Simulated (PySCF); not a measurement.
**How the method changes the constants of SiAs⁺**

State: ³Σ⁻ (triplet), unpaired electrons π ↑↑. Set-up: PySCF, no relativity, basis sets Si pcseg-1, As pcseg-1. De refers to Si⁺ + As in their high-spin ground configurations, without counterpoise correction. The functionals are run spin-unrestricted. A positive dipole points towards As; it is taken about the centre of mass and depends on that origin.

```
      Level  Re (Å)  ωe (cm⁻¹)  De (eV)  μ (D)
        UHF   2.326        406     1.30  -4.43
    UHF-MP2   2.336        418     2.12    n/a
UHF-SCS-MP2   2.343        405     2.04    n/a
   UHF-CCSD   2.355        391     2.13    n/a
UHF-CCSD(T)   2.363        386     2.24    n/a
        PBE   2.375        379     3.21  -3.36
       BLYP   2.399        362     3.11  -3.46
     r²SCAN   2.347        396     2.99  -3.49
    r²SCANh   2.338        404     2.89  -3.56
       PBE0   2.338        405     2.90  -3.54
      B97-3   2.351        397     2.89  -3.67
    LC-ωPBE   2.291        439     2.56  -3.65
```

The bond length runs from 2.291 Å (LC-ωPBE) to 2.399 Å (BLYP). De spans 1.30 eV (UHF, mean field) to 3.21 eV (PBE, GGA). Correlation at CCSD(T) changes the Hartree–Fock bond energy by +0.94 eV; the triples alone change it by +0.11 eV.

Correlated steps freeze 14 core orbitals. Correlated levels converge slowly with the basis: in double zeta they bind strong bonds too weakly, by up to about 1 eV, and carry superposition errors of some tenths. Spin–orbit coupling is left out. For an ion De counts to the pair picked by the measured ionisation energies or electron affinities, which need not be the lowest pair at this level. The state was picked by a PBE0 search and need not be the measured ground state.

The whole job (state search and all levels along the bond) took about 1.9 min on 1 thread of Arm Neoverse V2 (shared host), peak memory 0.52 GiB.
